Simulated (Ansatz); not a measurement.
SiF2Cl2 (SiCl2F2). Charge 0, multiplicity 1. Geometry PBE0-D4/def2-SVP, basis def2-TZVP, Ansatz.

```csv
run,HOMO (eV),LUMO (eV)
A,-12.40,2.18
B,-8.89,-0.74
C,-8.31,-1.12
D,-8.49,-1.21
E,-12.21,1.92
F,-9.97,-0.15
```

Task: The runs used BLYP, PBE, PBE0, r2SCAN, ωB97M-V, ωB97X-V. Estimate which is which.

Result: A ωB97X-V (range-separated); B r2SCAN (0 % exact exchange); C BLYP (0 % exact exchange); D PBE (0 % exact exchange); E ωB97M-V (range-separated); F PBE0 (25 % exact exchange). Exact exchange lowers occupied and raises empty levels; among semilocal functionals meta-GGAs tend to open the gap a little, and such runs are hard to tell apart. The gap grows from 7.19 eV (BLYP) to 14.57 eV (ωB97X-V).
